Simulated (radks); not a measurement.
The numbers below are computed, except where a source is named.
Task: All-electron atom: Br I in [Ar] 3d10 4s2 4p3 5p2 (not the ground configuration). Code: a radial shooting solver on a logarithmic mesh with Libxc functionals. Model: scalar-relativistic Kohn-Sham, r2SCAN, spin-unpolarised, spherical densities, finite nucleus; meta-GGA in the generalised Kohn-Sham scheme; Fermi nuclear charge, rms radius 4.1629 fm. Some entries of the table are withheld. Estimate them.

orbital  occ.  eigenvalue (hartree)  <r> (bohr)
1s          2             -491.2354         (1)
2s          2                   (2)      0.1893
2p          6             -57.07271      0.1654
3s          2              -9.49398      0.5501
3p          6              -7.04655      0.5631
3d         10              -3.01534      0.5886
4s          2              -1.20045       1.602
4p          3              -0.68494       1.867
5p          2                   (3)       6.163

Result: 
(1) 1s <r> (bohr): 0.04275
(2) 2s eigenvalue (hartree): -64.72809
(3) 5p eigenvalue (hartree): -0.07712
